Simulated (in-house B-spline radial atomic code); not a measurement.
## The ytterbium ion Yb²⁺: [Kr] 4d10 4f14 5s2 5p5 7f1 (an excited or competing configuration)

Computed with an all-electron radial atomic-structure program (B-spline basis): Dirac-Hartree-Fock, average of configuration, Fermi nucleus of rms radius 5.3108 fm.

Screening seen three ways: the hydrogenic charge with the same mean radius, Z_r = [3n² - l(l+1)]/(2<r>), the one with the same energy, Z_e = n√(-2ε), and Slater's rules. Values are occupation-weighted means over j. An effective charge above Z reflects the relativistic contraction of the inner shells.

```tsv
shell	electrons	ε (eV)	<r> (bohr)	Z_r	Z_e	Slater
1s	2	-61733	0.01966	76.30	67.36	69.70
2s	2	-10610	0.08269	72.56	55.85	65.85
2p	6	-9397.5	0.07377	67.77	52.56	65.85
3s	2	-2468.1	0.2157	62.60	40.41	58.75
3p	6	-2091.5	0.215	58.13	37.20	58.75
3d	10	-1608.3	0.1961	53.56	32.62	48.85
4s	2	-535.17	0.4888	49.10	25.09	42.25
4p	6	-408.31	0.5184	44.37	21.91	42.25
4d	10	-233.18	0.5627	37.32	16.56	30.85
5s	2	-91.891	1.22	30.75	12.99	12.70
5p	5	-60.422	1.418	25.73	10.54	12.70
4f	14	-41.122	0.7378	24.40	6.95	19.45
7f	1	-3.4101	15.94	4.24	3.50	3.00
```

The least bound orbital is 7f7/2 at -3.409 eV, and it is also the most diffuse (<r> = 15.94 bohr). The part-filled 5p shell lies below the filled 4f shell in orbital energy.

Spin-orbit splittings of the orbital energies (j = l + 1/2 above j = l - 1/2 when positive): 2p 1050 eV, 3p 226.6 eV, 3d 49.01 eV, 4p 51.65 eV, 4d 9.633 eV, 5p 6.662 eV, 4f 1.549 eV, 7f 0.001575 eV.

For the 1s electron the small component carries 6.9 % of the norm, the zero-frequency Breit interaction raises the level by 202.3 eV, self-energy by 124.3 eV, and vacuum polarisation lowers it by 22.14 eV.
